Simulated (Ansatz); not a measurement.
**Question.** Name a neutral molecule of C, F, N, Si and H with HOMO–LUMO gap (PBE0/def2-TZVPP) between 6.05 and 6.35 eV and LUMO energy (PBE/def2-TZVPP) between -2.20 and -1.90 eV (Ansatz, PBE0-D4/def2-TZVP geometry).

**Answer.** `FC/C=N\[SiH3]` (6.07 eV, -2.06 eV); `C[SiH](F)C=N` (6.22 eV, -2.13 eV). Other molecules can fit too; these were computed, each in one conformer that needn't be the lowest.
